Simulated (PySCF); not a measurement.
Stepwise substitution at one centre (Si C2H5-I). All species are isolated molecules in the gas phase. One relaxed conformer stands for each flexible species; it need not be the lowest. Strings in code marks are SMILES.

The four lowest singlet excitations (Tamm–Dancoff). Computed with PBE-D3(BJ)/def2-TZVP // B3LYP-D3(BJ)/def2-SVP run with PySCF. Excitations are Tamm–Dancoff values on a coarser integration grid. The basis has no diffuse functions, so Rydberg states are missing or too high.

```tsv
state	energy (eV)	wavelength (nm)	oscillator strength
S1	3.15	393	0.000
S2	3.15	393	0.000
S3	3.15	393	0.000
S4	3.83	324	0.025
```

Problem. Say which member gives these states.
(A) `CC[Si](I)(I)CC` (C–C–Si–I torsion -59°, I–Si–C–C torsion 59°)
(B) `I[Si](I)(I)I`
(C) `CC[Si](I)(CC)CC`
(D) `CC[Si](I)(I)I` (C–C–Si–I torsion 180°)

Solution. B, `I[Si](I)(I)I`
